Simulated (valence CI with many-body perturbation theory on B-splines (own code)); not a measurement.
Results of a calculation; reference values are marked as such.
# Br IV in three bases

Method: configuration interaction combined with many-body perturbation theory (CI+MBPT): four valence electrons over a frozen Dirac-Fock core [Ar] 3d10, a basis of 9 s, 9 p, 8 d, 6 f, 3 g, 1 h functions for each j, with the one-electron correlation potential Σ1, the two-electron term Σ2, the three-electron term Σ3, Breit, model QED; selected CI, second order for the rest, scaled by the run's own slope (own B-spline code, finite nucleus).

No measured spectrum was set against this ion. As an estimate, levels hold to about 250 cm⁻¹ or 0.2 % of their energy and the worst to 1 %, as in measured heavy ions of charge 2 to 7; those with d or f electrons hold less well. Among the levels kept, up to 390 cm⁻¹ of a level comes from second order outside the variational space, and about a tenth of that is noise between levels of different J, which matters for small intervals.

The reference run has the lowest level 4s2 4p2 3P_0 and an ionisation energy of 46.9633 eV. Its largest variational space holds 20668 state functions.

Names give the largest LS component (configuration and term), which can be under half, so a name can repeat, a term be missing and a line seem to break the LS rules; names also repeat where a configuration has a term twice.

Changed runs:
A. basis 6 s, 6 p, 5 d, 3 f, 1 g
B. basis 5 s, 5 p, 4 d, 2 f

Excitation energies of the reference run in cm⁻¹, and shifts in cm⁻¹:

```
                 Level  Reference        A        B
          4s2 4p2 3P_1       2617     -5.0      -16
          4s2 4p2 3P_2       5605     -1.1     +1.1
          4s2 4p2 1D_2      16217      +75     +301
          4s2 4p2 1S_0      33635     +128     +472
          4s 4p3 5S°_2      82503     -175     -525
          4s 4p3 3D°_1     110836      -33     +2.3
          4s 4p3 3D°_2     110955      -33     +4.7
          4s 4p3 3D°_3     111796      -32     +2.2
          4s 4p3 3P°_0     127014      +30     +221
          4s 4p3 3P°_1     127234      +29     +216
          4s 4p3 3P°_2     127388      +24     +203
          4s 4p3 1D°_2     138212     -5.2     +129
Ionisation energy (eV)    46.9633  -0.0156  -0.0450
```
